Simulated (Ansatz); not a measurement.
Single points on trans-NiH2(PF3)2 (NiP2H2F6).

```yaml
crystal:
  periodic: [false, false, false]
  atoms:
    - {symbol: F, position_ang: [0.211923, 2.772093, 1.383008]}
    - {symbol: F, position_ang: [-1.274573, 2.915146, -0.485895]}
    - {symbol: F, position_ang: [1.076064, 2.809921, -0.880540]}
    - {symbol: F, position_ang: [-1.026081, -2.773410, 0.962832]}
    - {symbol: F, position_ang: [1.292838, -2.926335, 0.411769]}
    - {symbol: F, position_ang: [-0.312037, -2.796201, -1.352874]}
    - {symbol: Ni, position_ang: [0.010379, -0.000007, -0.012458]}
    - {symbol: P, position_ang: [-0.021109, 2.062223, -0.014874]}
    - {symbol: P, position_ang: [0.022767, -2.061922, 0.011242]}
    - {symbol: H, position_ang: [1.434170, 0.171470, 0.429150]}
    - {symbol: H, position_ang: [-1.414340, -0.172978, -0.451370]}
basis:
  gaussian: {orbitals: def2-TZVP, initial_orbitals: start.molden}
hamiltonian: {xc: pbe0, dispersion: d4}
scf: {omitted_lower_state_checks: [starts]}
output: {orbitals: {seedname: orbitals}}
```

The file start.molden holds the orbitals of an earlier run on this structure, at another level or in another basis.

```sh
$ ansatz run in.yaml --threads 4 --pin off --events-out ev --progress --plain --max-ram 4787MiB
```

Output, abridged:

```
Functional definition: PBE0
2126 factors; their error is unknown
mean field evaluation 1: about -75837.7269 eV, gradient 3.5e2 eV
mean field evaluation 2: about -75895.1708 eV, gradient 7.3e1 eV
mean field evaluation 4: about -75936.5471 eV, gradient 2.0e1 eV
mean field evaluation 8: about -75940.6932 eV, gradient 3.7e-1 eV
mean field -75940.69335166 eV, -2790.7690062227 hartree, gradient 2.2e-5 eV, S^2 0.000000; 0 other end points of the search recorded, 0 dependent functions left out
reference -75940.69337989 eV, -2790.7690072602 hartree; 57, 57 occupied and 260, 260 virtual orbitals, 2126 factors
Total energy: -75940.97062777 eV, -2790.7791959318 hartree
Checks for a lower state left out: starts
```

Hardware: 4 threads of Arm Neoverse V2 on a shared host. Wall time 13 s, peak host memory 1.6 GiB.

First input, but with `hamiltonian: {xc: hf}` (abridged; 10 s):

```
Functional definition: HF
mean field -75824.53379161 eV, -2786.5002211269 hartree, gradient 2.0e-5 eV, S^2 0.000000
Total energy: -75824.53379161 eV, -2786.5002211269 hartree
Checks for a lower state left out: starts
```

As the first input, with `hamiltonian: {xc: pbe, dispersion: d4}`, `output: {forces: true, orbitals: {seedname: orbitals}}` (abridged; 5.5 s):

```
Functional definition: PBE
mean field -75940.64808004 eV, -2790.7673425214 hartree, gradient 2.6e-5 eV, S^2 0.000000
Total energy: -75940.97414676 eV, -2790.7793252525 hartree
Atom 0 force    -0.060189    -0.200693    -0.280651 eV/Å
Atom 1 force     0.234189    -0.224562     0.091612 eV/Å
Atom 2 force    -0.228317    -0.210370     0.158961 eV/Å
Atom 3 force     0.218178     0.201926    -0.177941 eV/Å
Atom 4 force    -0.234870     0.229073    -0.075946 eV/Å
Atom 5 force     0.082884     0.203348     0.267172 eV/Å
Atom 6 force     0.000878     0.003251    -0.003675 eV/Å
Atom 7 force     0.081431     0.576846     0.039725 eV/Å
Atom 8 force    -0.092604    -0.578110    -0.023469 eV/Å
Atom 9 force     0.122429     0.037753     0.043187 eV/Å
Atom 10 force    -0.124009    -0.038461    -0.038974 eV/Å
Dipole moment:    -0.000363     0.000863    -0.003813 e Å
Checks for a lower state left out: starts
```

As the first input, with `gaussian: {orbitals: def2-SVP, initial_orbitals: start.molden}`, `hamiltonian: {xc: pbe, dispersion: d4}` (abridged; 1.9 s):

```
Functional definition: PBE
mean field -75905.84686268 eV, -2789.4884213726 hartree, gradient 6.9e-5 eV, S^2 0.000000
Total energy: -75906.17295134 eV, -2789.5004049098 hartree
Checks for a lower state left out: starts
```

The first input with `hamiltonian: {xc: r2scan, dispersion: d4}` (abridged; 9.5 s):

```
Functional definition: r2SCAN
mean field -75962.42310854 eV, -2791.5675600590 hartree, gradient 2.3e-5 eV, S^2 0.000000
Total energy: -75962.50289673 eV, -2791.5704922210 hartree
Checks for a lower state left out: starts
```

As the first input, with `gaussian: {orbitals: STO-3G}`, `hamiltonian: {xc: hf}` (abridged; 1.2 s):

```
Functional definition: HF
mean field evaluation 16: about -74909.2218 eV, gradient 3.9e0 eV
mean field evaluation 32: about -74915.7200 eV, gradient 9.1e-3 eV
mean field -74915.72002663 eV, -2753.1019312796 hartree, gradient 6.3e-6 eV, S^2 0.000000
Total energy: -74915.72002663 eV, -2753.1019312796 hartree
Checks for a lower state left out: starts
```

The first input with `hamiltonian: {xc: {name: CAM-B3LYP}, dispersion: d4}` (abridged; 12 s):

```
Functional definition: CAM-B3LYP
mean field -75969.39619268 eV, -2791.8238161748 hartree, gradient 2.6e-5 eV, S^2 0.000000
Total energy: -75969.68087783 eV, -2791.8342781609 hartree
Checks for a lower state left out: starts
```

Geometry: B3LYP-D4/def2-SVP.

The restricted singlet is unstable towards broken spin symmetry in Hartree–Fock (as tested in another run); at PBE0-D4/def2-TZVP, PBE-D4/def2-TZVP, PBE-D4/def2-SVP, r2SCAN-D4/def2-TZVP and others this wasn't settled. At HF/def2-TZVP the restricted singlet is unstable: a solution with broken spin symmetry lies lower. Another isomer (singlet) lies 0.55 eV lower at PBE0-D4/def2-TZVP; other spin states weren't run for this one.
